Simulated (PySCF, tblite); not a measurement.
Isomers of C5H8F2. Level: GFN2-xTB in tblite, geometry and Hessian alike; calculated harmonic values, unscaled, isolated species. The method is semi-empirical: single wavenumbers can be off by several per cent or more. One conformer each.

Electronic energies: PBE0/pcSseg-1 single points on the GFN2-xTB geometries (PySCF, gas phase).

```csv
SMILES,"electronic energy, lowest = 0 (kcal/mol)"
C=CCCC(F)F,0.0
CCC1[C@@H](F)[C@@H]1F,14.3
CC(C)C=C(F)F,1.5
```

**Question.** How do GFN2-xTB zero-point energies change the relative energies?

**Answer.** 
```json
{"SMILES": "C=CCCC(F)F", "ZPE (kcal/mol)": "74.6", "of it from modes above 1550 cm⁻¹": "37.0", "electronic (kcal/mol)": "0.0", "with ZPE, lowest = 0 (kcal/mol)": "0.0", "lowest mode (cm⁻¹)": "49", "rings": "0"}
{"SMILES": "CC(C)C=C(F)F", "ZPE (kcal/mol)": "74.9", "of it from modes above 1550 cm⁻¹": "37.3", "electronic (kcal/mol)": "1.5", "with ZPE, lowest = 0 (kcal/mol)": "1.8", "lowest mode (cm⁻¹)": "38", "rings": "0"}
{"SMILES": "CCC1[C@@H](F)[C@@H]1F", "ZPE (kcal/mol)": "75.3", "of it from modes above 1550 cm⁻¹": "34.7", "electronic (kcal/mol)": "14.3", "with ZPE, lowest = 0 (kcal/mol)": "15.0", "lowest mode (cm⁻¹)": "63", "rings": "1"}
```

The zero-point energies span 0.7 kcal/mol, from `C=CCCC(F)F` to `CCC1[C@@H](F)[C@@H]1F`. The order is unchanged.

**Question.** And how do the electronic energies of GFN2-xTB itself compare?

**Answer.** `C=CCCC(F)F` 5.0; `CC(C)C=C(F)F` 0.0; `CCC1[C@@H](F)[C@@H]1F` 4.0 kcal/mol, lowest = 0. Against the energies above, taken from the same isomer `C=CCCC(F)F`, the largest difference is 15.3 kcal/mol.

**Question.** What do entropy and thermal enthalpy add at 298.15 K and 1 bar (rigid rotor, harmonic oscillator, one conformer each)?

**Answer.** 
```csv
SMILES,point group,symmetry number,S (cal/(mol K)),H − H(0) (kcal/mol),ZPE + H − H(0) − TS (kcal/mol)
C=CCCC(F)F,C1,1,88.9,5.54,53.7
CC(C)C=C(F)F,Cs,1,89.1,5.74,54.0
CCC1[C@@H](F)[C@@H]1F,C1,1,85.4,5.31,55.2
```
